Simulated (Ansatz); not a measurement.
One change: `SB(Cl)Br` becomes `FB(S)Cl`.

Ansatz, PBE0-D4/def2-TZVP geometries, multiplicity 1. Each molecule was computed in one conformer, which needn't be the lowest.

Scalar relativity is left out up to krypton.

```json
{"property": "size of the dipole moment (B3LYP/def2-TZVPP) / D", "`SB(Cl)Br`": "1.14"}
{"property": "HOMO–LUMO gap (B3LYP/def2-TZVPP) / eV", "`SB(Cl)Br`": "6.43"}
{"property": "HOMO energy (ωB97M-V/def2-TZVPP) / eV", "`SB(Cl)Br`": "-10.44"}
{"property": "LUMO energy (ωB97M-V/def2-TZVPP) / eV", "`SB(Cl)Br`": "0.60"}
{"property": "HOMO energy (B3LYP/def2-TZVPP) / eV", "`SB(Cl)Br`": "-8.04"}
{"property": "HOMO–LUMO gap (PBE/def2-TZVPP) / eV", "`SB(Cl)Br`": "4.76"}
```

Q: What does the change do to each property? (Best estimate.)

A: Ansatz gave: 
```tsv
property	`FB(S)Cl`	shift
size of the dipole moment (B3LYP/def2-TZVPP) / D	1.17	0.03
HOMO–LUMO gap (B3LYP/def2-TZVPP) / eV	7.27	0.84
HOMO energy (ωB97M-V/def2-TZVPP) / eV	-10.55	-0.11
LUMO energy (ωB97M-V/def2-TZVPP) / eV	1.49	0.89
HOMO energy (B3LYP/def2-TZVPP) / eV	-8.12	-0.08
HOMO–LUMO gap (PBE/def2-TZVPP) / eV	5.52	0.76
```

With PBE0 the HOMO falls by 0.08 eV and the LUMO rises by 0.82 eV, so the gap widens by about 0.90 eV. PBE moves the HOMO by -0.05 eV and ωB97M-V by -0.11 eV. Dipoles are sizes alone; their direction can turn.

B3LYP here is the variant with VWN-RPA as its local correlation; programs differ in this.

Spin–orbit coupling is left out; it splits and shifts lone-pair levels of the heavy atoms by tenths of an eV.
